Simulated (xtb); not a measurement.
xtb input:

```bash
xtb mol.xyz --gfn 2 --sp --chrg 1 --uhf 0
```
mol.xyz:
```
2

Ca    -0.00000000    -0.00000000    -1.12308380
Cl     0.00000000     0.00000000     1.32127506
```

Q: Which total energy does the run end on?

A: -4.58758 Eh (GFN2-xTB).

This state (charge 1, singlet) is run at the relaxed geometry of the species with charge 0 and multiplicity 2.
